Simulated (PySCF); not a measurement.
Zr(Cl)3(OH) (Cl3HOZr), SMILES [OH][Zr]([Cl])([Cl])[Cl], multiplicity 1.

Coordinates come from a B3LYP-D3(BJ)/def2-SVP optimisation. The spin state was assumed, not searched. The isomer is the one that the SMILES or the coordinates give; other isomers of the formula were not compared. The def2 effective core potentials stand for the cores of Zr; spin–orbit coupling is left out. Other conformers were not sampled.

Calculation: PySCF with PBE/def2-TZVP.

The molecule is in vacuum.

* **total energy**: -1503.24877 hartree
* **point group**: C3v
* **highest occupied level**: -7.92 eV
* **lowest empty level**: -2.87 eV
* **orbital gap**: 5.05 eV
* **dipole moment**: 2.96 D
* **quadrupole, principal values (traceless, Buckingham form, about the centre of nuclear charge)**: -6.46, -6.46, 12.92 D·Å
* **mean static polarisability**: 83.8 bohr³ (12.41 Å³)
* **polarisability, principal values**: 75.2, 88.1, 88.1 bohr³
